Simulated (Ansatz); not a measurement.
Consider the hydrogenolysis of a B–S bond: `[SiH3]OBS` + H₂ → `BO[SiH3]` + H₂S.

Gas-phase electronic energies from Ansatz, PBE0-D4/def2-TZVP geometries. CBS: MP2 limit from def2 TZ/QZ plus the TZ coupled-cluster correction, frozen cores. This one scheme is used for every species. DFT in def2-TZVPP. HSE06 is defined as in plane-wave codes. Each species was taken in one conformer, which may not be the lowest.

CCSD(T)/CBS gives +57.4 kJ/mol.

**Question.** Another level gave +58.6 kJ/mol. Which?
A. PBE-QIDH/def2-TZVPP
B. HSE06-D4/def2-TZVPP
C. PBE-D4/def2-TZVPP
D. RPA@PBE/def2-TZVPP

**Answer.** A. PBE-QIDH 58.6, PBE-D4 68.5, RPA@PBE/def2-TZVPP 48.9, HSE06-D4 62.8 kJ/mol.

Largest T1 diagnostic among the species: 0.013.

The D4 term adds +10.1 kJ/mol with B3LYP and +5.5 kJ/mol with PBE0; it sums over pairs of atoms, weighted by their polarisabilities, and B3LYP, whose exchange is more repulsive, gets the larger term. From BLYP to BHLYP (50 % exact exchange), in def2-TZVPP and without D4, ΔE moves by −6.6 kJ/mol. In def2-TZVPP, CCSD(T) changes the Hartree–Fock value by +24.7 kJ/mol (the triples alone add +6.4 kJ/mol) and MP2 by +31.8 kJ/mol.

B3LYP here is the variant with VWN-RPA as its local correlation; programs differ in this.
